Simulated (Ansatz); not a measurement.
System: sum formula HSiO, net charge 0, doublet state. It need not be the lowest isomer of its formula. 
Coordinates optimised at B3LYP-D3(BJ)/def2-TZVP (Ansatz, a first-principles code):
```
O
H 1 0.9643
Si 1 1.6565 2 119.73
```
Charge 0, spin multiplicity 2.

Property: vertical ionisation energy (to the singlet state of charge +1; each state is the SCF solution reached for its spin), in eV. Cores are frozen in the correlated levels unless marked. UHF or UKS for open shells. No spin-orbit coupling. Non-relativistic. Basis-set limits of correlation are two-point, X^-3; Hartree-Fock from the larger set.

```csv
level,program,vertical ionisation energy (eV)
SVWN5/def2-TZVPD,Ansatz,7.07
PBE0/def2-TZVPD,Ansatz,7.16
```

Estimate the value at CCSD(T)/CBS(def2-TZVPPD,def2-QZVPPD) as computed with Ansatz.

7.04 eV
